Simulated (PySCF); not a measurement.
# What a mistake does to a calculation on BC2H8Si

All numbers below are calculated, not measured. The program is PySCF 2.14.0, an open-source quantum chemistry code, run on an isolated molecule that a program drew, which may never have been made. The molecule is BC2H8Si (charge 0, doublet), drawn as the SMILES string `CB(C)[SiH2]`.

Each row is a Hartree-Fock (HF) and frozen-core CCSD(T) single point in the cc-pV(D+d)Z basis, meant for a local HF minimum. Run 1 is clean. Each other run has one planted mistake out of seven kinds, and not every kind appears here: one electron removed, one electron added, multiplicity raised by two, geometry at a saddle point, minimal basis STO-3G, one bond length entered in bohr, all coordinates scaled. The reference is restricted for singlets and unrestricted otherwise, and also for a bond in bohr. Adding or removing an electron swaps singlet and doublet. Electrons count all cores. HOMO and LUMO are orbital energies over both spins, the gradient is its largest component, and the lowest frequency (negative if imaginary) is given only where the gradient is small. Bond lengths are over the 11 bonds as drawn. T1 is the CCSD diagnostic: over 0.02 (restricted) or 0.045 (unrestricted) a single reference is doubtful.

Geometry of the clean run:
```xyz
12
BC2H8Si, angstrom
C     0.2197    0.0172   -1.4397
B     1.3649    1.0915   -1.2235
C     1.3984    1.9348    0.1183
Si    2.8146    1.3169   -2.6015
H    -0.0743   -0.4687   -0.5035
H     0.4363   -0.7516   -2.1843
H    -0.6659    0.5647   -1.7939
H     1.8120    1.2840    0.9019
H     0.3899    2.2050    0.4491
H     2.0129    2.8368    0.0899
H     2.6305    0.7634   -3.9644
H     3.5941    2.5767   -2.6569
```

| run | electrons | basis functions | <S^2> | HOMO (eV) | LUMO (eV) | gradient (hartree/bohr) | lowest frequency (cm^-1) | mean bond (Å) | longest bond (Å) | T1 | HF (hartree) | CCSD(T) (hartree) | mistake |
|---|---|---|---|---|---|---|---|---|---|---|---|---|---|
| 1 | 39 | 105 | 0.768 | -8.19 | 1.05 | 2.7e-05 | 87 | 1.3383 | 2.013 | 0.0140 | -393.98492 | -394.52461 | no fault |
| 2 | 39 | 105 | 3.762 | -5.52 | -1.54 | 6.2e-02 | - | 1.3383 | 2.013 | 0.0189 | -393.80849 | -394.34107 | multiplicity raised by two |
| 3 | 38 | 105 | 0.000 | -16.63 | -6.52 | 4.7e-02 | - | 1.3383 | 2.013 | 0.0122 | -393.71518 | -394.24011 | ? |
| 4 | 39 | 32 | 0.762 | -5.57 | 5.86 | 2.9e-02 | - | 1.3383 | 2.013 | 0.0133 | -389.40053 | -389.63415 | ? |

**Which mistake was planted in run 3, and what did it cost?**

It counts 38 electrons, one fewer than the clean run, at the same geometry and basis. So the mistake is: one electron removed. Subtracting run 1 and multiplying by 627.51 kcal/mol a hartree, the energy moved by 169.3 kcal/mol in HF and 178.5 kcal/mol in CCSD(T).

**Which mistake was planted in run 4, and what did it cost?**

It has 32 basis functions where the clean run has 105, with the same electrons and geometry. So the mistake is: minimal basis STO-3G. Subtracting run 1 and multiplying by 627.51 kcal/mol a hartree, the energy moved by 2876.7 kcal/mol in HF and 3068.8 kcal/mol in CCSD(T).

